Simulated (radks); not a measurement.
Values are calculated unless marked as measured or tabulated.
All-electron atom: Ho II in [Xe] 4f11.5 6s0.5 (fractional occupations, a model configuration). Level of theory: Dirac Kohn-Sham, revPBE, spin-unpolarised, spherical densities, point nucleus; open shells are shared between the two j in proportion to 2j + 1 (a radial shooting solver on a logarithmic mesh with Libxc functionals).

Normalised radial functions P(r) = r R(r) (large component), r in bohr:

r          4f5/2
0.003003  0.0000
0.004737  0.0000
0.007534  0.0000
0.01198   0.0001
0.01906   0.0005
0.03031   0.0023
0.04821   0.0110
0.07667   0.0456
0.121     0.1552
0.1924    0.4208
0.306     0.8231
0.4866    1.0865
0.7739    0.9490
1.231     0.5928
1.958     0.2869
3.089     0.1137
4.912     0.0342
7.813     0.0060
12.43     0.0003

4f5/2: eigenvalue -6.685 eV, 0 radial nodes, <r> = 0.876 bohr, 90 % of the charge inside 1.56 bohr.
